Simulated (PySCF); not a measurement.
PySCF input file for Ge(F)2(Cl)(NH2) (ClF2GeH2N), SMILES [NH2][Ge]([F])([F])[Cl], PBE-D3(BJ)/def2-SVP. The structure is a stationary point at PBE-D3(BJ)/def2-SVP. This is a generated structure with no PubChem entry under its InChIKey; it may be hypothetical. The values are those of a single conformer.

```python
import numpy as np
from pyscf import gto, scf, dft, df
from pyscf.hessian import thermo

mol = gto.M(
    atom='''
    N     1.85063891   -0.38287096    0.36010959
    Ge    0.13873210    0.16859745    0.14515783
    F    -0.61612352    0.35776432    1.69733261
    F    -0.03501328    1.75120798   -0.57123896
    Cl   -0.95552459   -1.24753502   -1.02764890
    H     2.21745315   -0.85392133   -0.47448394
    H     2.49279656    0.36624400    0.64385492
    ''',
    basis='def2-SVP',
    charge=0,
    spin=0,
    max_memory=1600,
    verbose=3,
)
mf = dft.RKS(mol, xc='pbe').density_fit(auxbasis='def2-universal-jkfit')
mf.disp = 'd3bj'
mf.grids.level = 3
mf.conv_tol = 1e-11
mf.max_cycle = 100
mf.kernel()

# [left out here: the lines that compute and print the analytic Hessian (its translational invariance restored by hand, since the grid's response is missing), thermochemistry and intensities]
```

Program output:

```
converged SCF energy = -2791.62281461127

WARN: DFTD3 does not support analytical Hessian, using finite difference


WARN: Mole.unit (angstrom) is changed to Bohr

Mode                                 0                   1                   2
Irrep
Freq [cm^-1]                       71.5456            158.2546            184.1446
Reduced mass [au]                   1.5318              5.3798              4.1575
Force const [Dyne/A]                0.0046              0.0794              0.0831
Char temp [K]                     102.9382            227.6932            264.9430
Normal mode                   x     y     z       x     y     z       x     y     z
       0   N                -0.02 -0.05  0.04   -0.06 -0.12 -0.07   -0.03 -0.05 -0.03
       1  Ge                -0.00 -0.00  0.00   -0.02  0.02  0.01   -0.00  0.03 -0.03
       2   F                 0.07  0.02  0.03    0.04  0.08  0.03   -0.04 -0.05 -0.04
       3   F                -0.06 -0.03 -0.05   -0.04  0.02  0.03    0.06  0.08  0.07
       4  Cl                 0.00  0.02 -0.02    0.07 -0.03 -0.03    0.01 -0.05  0.06
       5   H                 0.19  0.43 -0.14   -0.18 -0.22 -0.06    0.08  0.24 -0.15
       6   H                -0.11 -0.18  0.60    0.06 -0.21 -0.11   -0.05 -0.16  0.31
Mode                                 3                   4                   5
Irrep
Freq [cm^-1]                      228.6193            232.6236            248.7894
Reduced mass [au]                   4.5304              8.3424             10.2998
Force const [Dyne/A]                0.1395              0.2660              0.3756
Char temp [K]                     328.9323            334.6935            357.9526
Normal mode                   x     y     z       x     y     z       x     y     z
       0   N                 0.01  0.07 -0.10    0.01 -0.06 -0.09   -0.05  0.00  0.06
       1  Ge                -0.04 -0.02  0.03    0.02  0.02  0.03   -0.03  0.03 -0.01
       2   F                -0.00  0.04  0.04   -0.09 -0.08 -0.01    0.09 -0.11  0.07
       3   F                 0.12 -0.02 -0.01   -0.01 -0.04 -0.10    0.06  0.02 -0.08
       4  Cl                 0.01 -0.02 -0.03    0.02  0.04  0.03    0.01 -0.02 -0.00
       5   H                 0.03  0.33 -0.23   -0.09  0.05 -0.19   -0.08 -0.15  0.14
       6   H                -0.08  0.12  0.01    0.08 -0.14 -0.03   -0.02  0.02 -0.07
Mode                                 6                   7                   8
Irrep
Freq [cm^-1]                      433.7149            499.9486            683.9898
Reduced mass [au]                  26.8873              1.5046              8.2004
Force const [Dyne/A]                2.9799              0.2216              2.2604
Char temp [K]                     624.0192            719.3148            984.1091
Normal mode                   x     y     z       x     y     z       x     y     z
       0   N                -0.04  0.02 -0.01   -0.06  0.10 -0.09    0.11 -0.02 -0.01
       1  Ge                -0.03 -0.04 -0.03    0.01  0.00  0.01   -0.01 -0.03 -0.01
       2   F                 0.02  0.00 -0.02   -0.01 -0.00  0.01   -0.05  0.01  0.10
       3   F                 0.01 -0.02  0.02    0.01 -0.02  0.00   -0.01  0.13 -0.06
       4  Cl                 0.07  0.09  0.07   -0.01 -0.01 -0.01    0.00  0.01  0.00
       5   H                 0.02 -0.06  0.06    0.14 -0.42  0.33    0.17 -0.12  0.08
       6   H                -0.05  0.01  0.02    0.17 -0.33  0.45    0.12 -0.07  0.07
Mode                                 9                  10                  11
Irrep
Freq [cm^-1]                      719.1187            742.5155            881.5871
Reduced mass [au]                  16.9591              5.5409              1.1632
Force const [Dyne/A]                5.1672              1.7999              0.5326
Char temp [K]                    1034.6518           1068.3145           1268.4076
Normal mode                   x     y     z       x     y     z       x     y     z
       0   N                -0.07  0.02 -0.00   -0.16  0.03 -0.00    0.01  0.07  0.06
       1  Ge                 0.00 -0.03  0.05    0.05 -0.02 -0.02   -0.00 -0.01 -0.01
       2   F                 0.06 -0.01 -0.12   -0.05  0.01  0.10    0.00  0.00  0.01
       3   F                -0.01  0.12 -0.05   -0.01  0.03 -0.01    0.00  0.00  0.00
       4  Cl                -0.00 -0.00 -0.00   -0.00 -0.00  0.00   -0.00  0.00  0.00
       5   H                -0.10  0.02 -0.01   -0.18  0.12 -0.06   -0.59  0.15 -0.26
       6   H                -0.07  0.02 -0.02   -0.25  0.14 -0.09    0.52 -0.37  0.03
Mode                                12                  13                  14
Irrep
Freq [cm^-1]                     1482.6097           3451.6275           3556.0259
Reduced mass [au]                   1.1000              1.0494              1.0955
Force const [Dyne/A]                1.4247              7.3659              8.1616
Char temp [K]                    2133.1453           4966.1235           5116.3295
Normal mode                   x     y     z       x     y     z       x     y     z
       0   N                -0.08  0.00  0.02    0.05  0.01 -0.02    0.01  0.06  0.05
       1  Ge                 0.00 -0.00  0.00   -0.00  0.00 -0.00    0.00  0.00  0.00
       2   F                -0.00  0.00  0.00   -0.00 -0.00  0.00    0.00  0.00 -0.00
       3   F                 0.00  0.00 -0.00   -0.00  0.00 -0.00    0.00 -0.00  0.00
       4  Cl                -0.00 -0.00 -0.00   -0.00 -0.00 -0.00   -0.00 -0.00 -0.00
       5   H                 0.58  0.32  0.10   -0.23  0.33  0.53    0.26 -0.32 -0.56
       6   H                 0.45 -0.26 -0.43   -0.44 -0.52 -0.22   -0.41 -0.47 -0.18
temperature 298.1500 [K]
pressure 101325.00 [Pa]
Rotational constants [GHz] 3.33585 2.08466 2.00189
Symmetry number 1
Zero-point energy (ZPE) 0.03093 [Eh]   81197.219 [J/mol]
                           tot       elec      trans        rot        vib
Entropy [J/mol/K]       358.511      0.000    172.204    115.214     71.093
Cv [J/mol/K]             94.946      0.000     12.472     12.472     70.003
Cp [J/mol/K]            103.261      0.000     20.786     12.472     70.003
Internal energy [J/mol]                      3718.434   3718.434  92772.699
Internal energy [Eh]   -2791.58465  -2791.62281
Enthalpy [J/mol]                             6197.391   3718.434  92772.699
Enthalpy [Eh]          -2791.58370
Gibbs free energy [J/mol]                  -45145.359 -30632.743  71576.446
Gibbs free energy [Eh] -2791.62441
static polarisability / bohr^3: [[42.259  3.07   4.837]
 [ 3.069 37.979  5.422]
 [ 4.836  5.421 35.736]]
largest difference of analytic and finite-field dipole derivatives / e: 0.0006389452255266548
mode   freq/cm-1   IR/(km/mol)   Raman/(A^4/amu)   depolarisation
   1       71.55        20.306             1.176            0.750
   2      158.25         1.547             1.933            0.746
   3      184.14         6.007             0.606            0.719
   4      228.62        25.042             2.658            0.748
   5      232.62        24.695             2.250            0.612
   6      248.79        16.099             1.078            0.734
   7      433.71        49.856             8.848            0.116
   8      499.95       159.649             5.110            0.042
   9      683.99        58.063            11.808            0.039
  10      719.12        66.928             2.651            0.487
  11      742.52        61.406             4.158            0.652
  12      881.59        31.541             1.089            0.682
  13     1482.61        29.237             3.808            0.724
  14     3451.63        35.094           128.025            0.106
  15     3556.03        39.085            72.060            0.738
max |gradient| / (hartree/bohr): 0.00018542045065558045
APT charges: [-0.6947  1.9509 -0.5715 -0.6046 -0.4461  0.1809  0.1851]
```

The run converged.

Cost: around 2.2 core-minutes (rough).
